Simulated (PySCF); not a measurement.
# A survey of 31P NMR shifts

Level of theory: GFN2-xTB structure, shieldings: GIAO PBE0/pcSseg-1, in PySCF 2.14 (non-relativistic, one averaged value for each set of equivalent atoms, a single conformation, isolated molecule).

Shieldings were converted by a linear fit to measured shifts: 31P (scatter 18.1 ppm rms vs H3PO4, solution or neat liquid). A few per cent of atoms miss by over 2 rms, more outside the fitted compound classes.

Task: Give the 31P shifts of `C=C[C@@H]1[C@@H](C=C)P1C`.

Result: 
| compound | environment | δ (ppm) |
| --- | --- | --- |
| C=C[C@@H]1[C@@H](C=C)P1C | phosphorus bonded to 3 C, in a 3-membered ring | -157.3 |

Task: Match the shifts 276.3, 6.0, -64.6, -152.6, -173.8 ppm to `CC1=C(C)P1C1CC1`, `C=C/C(C)=P/C1CC1`, `CC1C=CP(C)C=C1`, `C#CCP1[C@H](C)[C@@H]1C`, `C=C[P@](=O)(CC)C(F)=C(F)F`.

Result: 276.3: C=C/C(C)=P/C1CC1 (phosphorus bonded to 2 C); 6.0: C=C[P@](=O)(CC)C(F)=C(F)F (phosphorus bonded to 3 C, O); -64.6: CC1C=CP(C)C=C1 (phosphorus bonded to 3 C, in a 6-membered ring); -152.6: CC1=C(C)P1C1CC1 (phosphorus bonded to 3 C, in a 3-membered ring); -173.8: C#CCP1[C@H](C)[C@@H]1C (phosphorus bonded to 3 C, in a 3-membered ring).
